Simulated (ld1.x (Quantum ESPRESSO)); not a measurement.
## Te RRKJ: all-electron and pseudo phase curves

Te, norm-conserving RRKJ (Kleinman–Bylander form), made with ld1.x (Quantum ESPRESSO) 7.5 (PW91, fully relativistic). Core [Kr], reference 4d10 5s2 5p4. Waves: 5s (bound): rc 1.55 bohr; 5p (bound): rc 1.80 bohr; 4d (bound): rc 1.40 bohr. Local part: all-electron potential smoothed inside 1.50 bohr (lloc = -1). Core correction: a·sin(br)/r model core inside 1.00 bohr.

Open shells are filled in proportion to 2j + 1 (rel_dist='average').

The phase is arctan(r·u′/u) with u = r·R(r), unwrapped; energies in Ry, scanned from -5 to 5 Ry. A pole is an energy at which the radial function vanishes at the test radius. The pseudo phase is shifted by a multiple of π to meet the all-electron one at the reference energy, and phase errors are pseudo minus all-electron; the curves can meet again beyond the range given. Levels narrower than the energy grid can be missing from the lists of poles.

```
channel  radius (bohr)  reference energy (Ry)  poles, all-electron  poles, pseudo  unbroken range about the reference energy with phases within 0.05 rad  phase error 1 Ry above the reference energy (rad)
      s           1.95                  -1.11                 2.98           2.80                                                        the whole range                                             -0.001
   p1/2           1.95                  -0.48                 4.68           1.11                                                              below 0.2                                             -0.100
   p3/2           1.95                  -0.42                 none           0.53                                                              below 0.0                                             -1.375
   d3/2           1.95                  -3.13                -2.85          -2.85                                                              below 1.6                                             +0.001
   d5/2           1.95                  -3.02                -2.73          -2.73                                                              below 1.7                                             +0.001
```

Note: ghost state, extra bound levels that the all-electron valence spectrum of the same l lacks: s at -82.0 eV. A true bound ghost makes a file unfit for plane-wave use.

Phases in the p1/2 channel:

| E (Ry) | all-electron | pseudo |
| --- | --- | --- |
| -5.00 | 1.306 | 1.294 |
| -4.48 | 1.284 | 1.273 |
| -3.96 | 1.258 | 1.247 |
| -3.44 | 1.225 | 1.213 |
| -2.92 | 1.181 | 1.169 |
| -2.40 | 1.121 | 1.108 |
| -1.88 | 1.030 | 1.019 |
| -1.36 | 0.885 | 0.876 |
| -0.84 | 0.627 | 0.623 |
| -0.32 | 0.154 | 0.153 |
| 0.20 | -0.469 | -0.514 |
| 0.72 | -0.915 | -1.067 |
| 1.24 | -1.157 | -2.069 |
| 1.76 | -1.296 | -4.191 |
| 2.28 | -1.384 | -4.407 |
| 2.80 | -1.444 | -4.507 |
| 3.32 | -1.490 | -4.570 |
| 3.84 | -1.525 | -4.616 |
| 4.36 | -1.555 | -4.651 |
| 4.88 | -1.580 | -4.681 |
